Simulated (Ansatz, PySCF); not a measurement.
CHBrClF. Atoms are numbered in the order given.

```xyz
5

C     -0.5943    -0.4766    -0.3598
F     -0.8733    -1.5529     0.3722
Cl    -1.7783     0.7887    -0.0492
Br     1.2080     0.1187     0.0307
H     -0.6233    -0.7255    -1.4283
```
Charge 0, spin multiplicity 1.

Geometry: PBE0-D3(BJ)/def2-SVP.

Vertical ionisation energy (IE) and electron affinity (EA) in eV. Rows of orbital energies are one-electron estimates. Where ΔSCF, EOM or ADC give a negative EA the extra electron is unbound and the value depends on the basis.

| level | IE | EA |
|---|---|---|
| −ε(HOMO), −ε(LUMO), ωB97X/def2-TZVPD (PySCF) | 11.03 | -0.96 |
| −ε(HOMO), −ε(LUMO), PBE/def2-TZVPD (PySCF) | 7.31 | 2.13 |
| ΔSCF, PBE0/def2-SVPD (Ansatz), final states of multiplicity 2 and 2 | 11.07 | -0.58 |
| ΔSCF, PBE/def2-SVPD (Ansatz), final states of multiplicity 2 and 2 | (withheld) | (withheld) |

Q: Fill in the missing entries. (The exact figures need the calculation; the answer reports its results.)

A: 
- ΔSCF, PBE/def2-SVPD (Ansatz, a first-principles code), final states of multiplicity 2 and 2, IE: 10.73
- ΔSCF, PBE/def2-SVPD (Ansatz), final states of multiplicity 2 and 2, EA: -0.48

Q: What vertical singlet–triplet gap does ΔSCF give with PBE0/def2-SVPD (Ansatz) and with PBE/def2-SVPD (Ansatz)? (An estimate is asked for; the answer gives what the named calculation found.)

A: 5.35 and 5.17 eV (triplet above singlet where positive).
